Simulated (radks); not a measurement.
Results of a calculation; reference values are marked as such.
Isoelectronic series with 23 electrons, each ion in its NIST ground configuration. Code: a radial shooting solver on a logarithmic mesh with Libxc functionals. Model: scalar-relativistic Kohn-Sham, LDA (Slater exchange, Perdew-Wang correlation), spin-unpolarised, spherical densities, point nucleus. Total energies (hartree) and mean radii <r> (bohr) (* marks an orbital that is empty in some or all of the ions):

| ion | configuration | E (hartree) | 4s* | 3d |
|---|---|---|---|---|
| V | [Ar] 3d3 4s2 | -947.06144 | 3.323 | 1.446 |
| Cr+ | [Ar] 3d5 | -1048.21911 | 3.023 | 1.412 |
| Mn2+ | [Ar] 3d5 | -1155.24069 | 2.560 | 1.147 |
| Fe3+ | [Ar] 3d5 | -1267.98439 | 2.238 | 0.9880 |
| Co4+ | [Ar] 3d5 | -1386.43318 | 2.000 | 0.8774 |
| Ni5+ | [Ar] 3d5 | -1510.58537 | 1.814 | 0.7939 |
| Cu6+ | [Ar] 3d5 | -1640.44708 | 1.664 | 0.7275 |
| Zn7+ | [Ar] 3d5 | -1776.02902 | 1.539 | 0.6730 |
| Ga8+ | [Ar] 3d5 | -1917.34499 | 1.434 | 0.6271 |
| Ge9+ | [Ar] 3d5 | -2064.41109 | 1.343 | 0.5877 |
| As10+ | [Ar] 3d5 | -2217.24527 | 1.264 | 0.5534 |
